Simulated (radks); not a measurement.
Problem. Coulomb parameter of the 3d shell of the zinc ion Zn3+ in the model configuration [Ar] 3d7.5 4p1.5, as a second difference U = [E(n + 1) + E(n - 1) - 2 E(n)] / (1)^2 with all orbitals relaxed. "Bare": the charge of the atom changes with n. "Screened": the 4p shell takes up the change at fixed total charge, which measures U(3d,3d) + U(4p,4p) - 2 U(3d,4p). All-electron calculation, scalar-relativistic Kohn-Sham, LDA (Slater exchange, Perdew-Wang correlation), spin-unpolarised, spherical densities, point nucleus. Program: a radial shooting solver on a logarithmic mesh with Libxc functionals. Estimate both.

Solution. U(bare) = 22.852 eV, U(screened by 4p) = 7.571 eV, against the Slater integral F0(3d,3d) = 32.816 eV with frozen orbitals.
